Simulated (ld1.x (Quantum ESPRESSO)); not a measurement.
The numbers below are computed, except where a source is named.
Potentials for silver compared

Generated with ld1.x 7.5 (TM, RRKJ, ultrasoft, PAW), atompaw 4.2 or ONCVPSP 4.0.1. The cutoff is in Ry: for ld1.x and atompaw files where the sum of valence levels is converged to 10 mRy in a Bessel basis, for ONCV files where the hardest occupied wave has 1 mHa per electron of residual kinetic energy. The error is the largest all-electron minus pseudo excitation energy over each file’s own four to seven test configurations (ionisations up to +4, promotions, holes and added fractions of an electron), all of which were solved. The labels leave out finer settings (local radius, basis sizes, second energies), which also bear on the numbers. Spin-polarised tests are not counted. The rows are a selection from randomly drawn settings: files with unsolved tests, undetermined cutoffs or missed reference levels are left out.

```csv
potential,cutoff (Ry),largest error (meV),bound ghosts
"TM, LDA (PZ), scalar-relativistic, rc 1.90/1.00/1.10 (spd), local s, core correction no, reference 4p6 4d10 5s1 5p0",160,-984,none
"TM, PBE, non-relativistic, rc 1.55/0.90/1.55 (spd), local s, core correction yes, reference 4s2 4p6 4d8 5s0 5p0",160,+2575,none
"TM, PBE, fully relativistic, rc 1.75/3.60/1.85 (spd), local smoothed, core correction yes, reference 4d10 5s1 5p0",60,-715,none
"TM, LDA (PZ), fully relativistic, rc 1.90/1.30/1.20 (spd), local s, core correction yes, reference 4p6 4d10 5s1 5p0",90,-1021,none
```

Fill in the row for Ag: TM, PBE, fully relativistic, rc 0.85/1.65/1.30 (spd), local s, core correction yes, reference 4s2 4p6 4d9.5 5s0 5p0.

cutoff 140 Ry, largest error +309 meV, bound ghosts: none.

Fill in the row for Ag: TM, PBEsol, scalar-relativistic, rc 1.75/1.15/1.45 (spd), local s, core correction yes, reference 4p6 4d10 5s0 5p0.

cutoff 120 Ry, largest error -636 meV, bound ghosts: none.

Fill in the row for Ag: PAW, PW91, scalar-relativistic, rc 1.70/1.50/1.20 (spd), local smoothed, core correction yes, reference 4s2 4p6 4d9.5 5s0 5p0.

cutoff 80 Ry, largest error -33 meV, bound ghosts: none.
